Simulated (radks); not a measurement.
Q: These are the eigenvalues of the occupied orbitals of an atom or ion with whole-number occupations (eV). All-electron calculation, Dirac Kohn-Sham, exchange-only PBE, spin-unpolarised, spherical densities, finite nucleus; Fermi nuclear charge, rms radius of each element as measured or else 0.836 A^(1/3) + 0.57 fm. Program: a radial shooting solver on a logarithmic mesh with Libxc functionals.

orbital  eigenvalue
1s1/2     -71556.33
2s1/2     -12417.15
2p1/2     -11885.14
2p3/2     -10445.43
3s1/2     -2891.638
3p1/2     -2653.563
3p3/2     -2340.919
3d3/2     -1940.113
3d5/2     -1872.237
4s1/2     -620.9121
4p1/2     -521.4898
4p3/2     -448.5285
4d3/2     -285.0901
4d5/2     -271.6090
5s1/2     -107.2902
5p1/2      -77.1235
5p3/2      -66.0097
4f5/2      -65.8951
4f7/2      -63.3818
5d3/2      -26.6786
5f5/2       -5.9192

Which element is it, and in what charge state? The configuration may be excited. Open shells, if any, fill j = l - 1/2 first.

A: Z = 75, rhenium, charge +2: Re2+ in [Xe] 4f14 5d4 5f1. The list shows which subshells hold electrons but not how many an open one holds; the 1s level, -2629.6 hartree, gives Z - s = 72.5 by -(Z - s)^2/2, which with screening and relativity narrows Z to a few neighbours, and the depths of the outer levels then fix element, charge and occupations together.
